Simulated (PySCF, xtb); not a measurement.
CH9NO2Si2, SMILES CN[SiH2]O[SiH2]O. One conformer was computed; it need not be the lowest.

Harmonic wavenumbers (cm⁻¹) from GFN2-xTB run with xtb at its own minimum, in rising order: 24, 47, 50, 108, 145, 162, 182, 258, 304, 487, 547, 563, 590, 620, 629, 749, 767, 793, 807, 828, 834, 915, 1062, 1094, 1113, 1170, 1358, 1424, 1495, 1505, 2178, 2245, 2268, 2342, 2903, 2971, 3033, 3440, 3663.

Question: What does PBE-D3(BJ)/def2-SVP in PySCF 2.14.0 give at its own minimum? (An estimate is asked for; the answer gives what the named calculation found.)

Answer: 42, 80, 84, 120, 165, 224, 254, 300, 379, 434, 591, 628, 633, 741, 759, 788, 814, 864, 882, 898, 932, 949, 1008, 1067, 1109, 1133, 1348, 1396, 1419, 1449, 2180, 2185, 2193, 2195, 2929, 3005, 3035, 3512, 3758. Paired by order, the mean absolute difference is 53 cm⁻¹ and the zero-point energies are 65.3 and 66.5 kcal/mol.
